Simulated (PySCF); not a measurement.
# HSnO, doublet: molecular constants

All numbers come from UPBE0/[Sn def2-TZVP with ECP28, O def2-TZVP, H def2-TZVP], scalar-relativistic core potentials, density fitting, no spin–orbit coupling, PySCF.

The structure is a minimum.

- Point group: Cs
- Bond lengths: Sn–H 1.778 Å, Sn–O 1.913 Å
- Bond angles: H–Sn–O 96.1°
- Enthalpy at 298.15 K above 0 K: 11.55 kJ/mol
- Lowest empty level (β): -3.79 eV
- Heat capacity Cp at 298.15 K: 44.9 J/(mol K)
- Spin squared ⟨S²⟩: 0.767
- Dipole moment: 3.03 D
- Entropy at 298.15 K and 1 bar (electronic part: spin only): 270.9 J/(mol K)
- Atomisation energy without zero-point energy: 611 kJ/mol
- Principal quadrupole moments (Buckingham, traceless) about the centre of mass: -6.30, 0.06, 6.24 D Å
- Rotational constants: 5.412, 0.3253, 0.3068 cm⁻¹
- Rotational symmetry number: 1
- Highest occupied level (α): -7.29 eV
- Zero-point energy: 15.2 kJ/mol
- Principal polarisabilities: 34.5, 44.5, 62.8 bohr³

Harmonic modes (masses in u: Sn 119.902, O 15.995, H 1.008):
| symmetry | ω (cm⁻¹) | IR (km/mol) |
| --- | --- | --- |
| a' | 264 | 31.8 |
| a' | 614 | 2.1 |
| a' | 1657 | 221 |

Charges (e):
| atom | Mulliken | Löwdin | polar tensor | spin (Mulliken) | Mayer order to Sn1 |
| --- | --- | --- | --- | --- | --- |
| Sn1 | 0.53 | 0.36 | 0.30 | 0.00 | – |
| O2 | -0.47 | -0.30 | -0.17 | 0.80 | 1.42 |
| H3 | -0.06 | -0.06 | -0.13 | 0.20 | 0.84 |

Mulliken populations on Sn1 (electrons outside its core potential): s 3.79, p 7.52, d 10.12, f 0.04.

Outer orbital energies (eV). α occupied: -28.69, -28.47, -25.48, -13.33, -10.74, -9.19, -9.06, -7.29; empty: -2.64, -0.30, 0.89, 2.63. β occupied: -28.71, -28.67, -28.44, -23.94, -12.95, -8.84, -8.41, -7.50; empty: -3.79, -2.51, -0.11, 1.21.

Other isomers or separated fragments may lie lower. With an element this heavy the missing spin–orbit coupling can shift these numbers.

The final relaxation and frequency run took 40 s on 2 threads of a shared Arm Neoverse V2 host, with 87 basis functions and 14 gradients; the process peaked at 0.82 GiB. Launch command: `OMP_NUM_THREADS=2 python axn.py task.json out`.
